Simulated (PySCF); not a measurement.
Compound: aminodifluoroborane, BF₂H₂N.
Geometry (PBE0-D3(BJ)/def2-SVP, Å), atoms numbered from 1 in this order:
```
atom  x, y, z in Å
N1    -0.744   -0.043    0.008
B2     0.648    0.039   -0.020
F3     1.402   -1.057   -0.004
F4     1.268    1.214   -0.064
H5    -1.334    0.776   -0.003
H6    -1.234   -0.925    0.040
```

Method: TDDFT PBE0/def2-SVPD, vertical, gas phase, core orbitals frozen in the response in PySCF 2.14.0, density-fitted response routines.

Ground-to-excited transition dipoles (e·a0, same axes as the geometry; the sign carries no meaning), for the states with f of 0.002 or more among the lowest 8:

```csv
state,E (eV),μx,μy,μz
S1,7.487,-0.009,-0.013,-0.492
S4,9.618,1.043,0.061,-0.022
S6,10.595,0.008,-0.166,0.004
S7,10.921,-0.694,-0.040,0.014
S8,10.938,-0.009,-0.013,-0.458
```

Question: What oscillator strength does each state have?

Answer: f = (2/3) ΔE |μ|² with ΔE in hartree (27.2114 eV).

| state | \|μ\|² (au) | \|μ\| (D) | f |
| --- | --- | --- | --- |
| S1 | 0.242 | 1.25 | 0.044 |
| S4 | 1.091 | 2.66 | 0.257 |
| S6 | 0.028 | 0.42 | 0.007 |
| S7 | 0.484 | 1.77 | 0.129 |
| S8 | 0.210 | 1.16 | 0.056 |

Question: Label these states by symmetry in C2v.

Answer: The ground state is totally symmetric, so the direction of μ fixes the label. Polarised along the twofold axis, so A1: S4 and S7. Polarised across the twofold axis, so B1 or B2: S1, S6 and S8. Which of B1 and B2 hangs on the choice of axes; S1 and S8 take one label and S6 the other.

Question: All atoms lie in one plane. Which transitions are polarised in it and which across it?

Answer: In the plane: S4, S6 and S7. Perpendicular: S1 and S8. States polarised in the plane are symmetric under reflection in it, those polarised across it antisymmetric.

Question: Which bond between heavy atoms lies closest to the direction of the S4 transition dipole?

Answer: N1–B2, at 0° from it; next B2–F4 and B2–F3 at 59°.

Question: What angle do the transition dipoles of S1 and S8 make?

Answer: |cos θ| = |μa·μb| / (|μa| |μb|) = 1.00, so θ ≈ 0° (taken between 0 and 90°, since the signs are arbitrary).

Question: What peak molar absorption coefficient would the strongest computed level give as a lone Gaussian band 0.4 eV wide at half height?

Answer: ε(max) = 2.175×10⁸ f / FWHM, with the width in cm⁻¹. S4: 2.175×10⁸ × 0.2572 / 3226 ≈ 17000 L mol⁻¹ cm⁻¹.

All these states lie below the vertical ionisation energy of 11.48 eV (ΔSCF).

Without π bonds the low states may be Rydberg-like; a valence basis with one diffuse set may place them up to an eV too high.
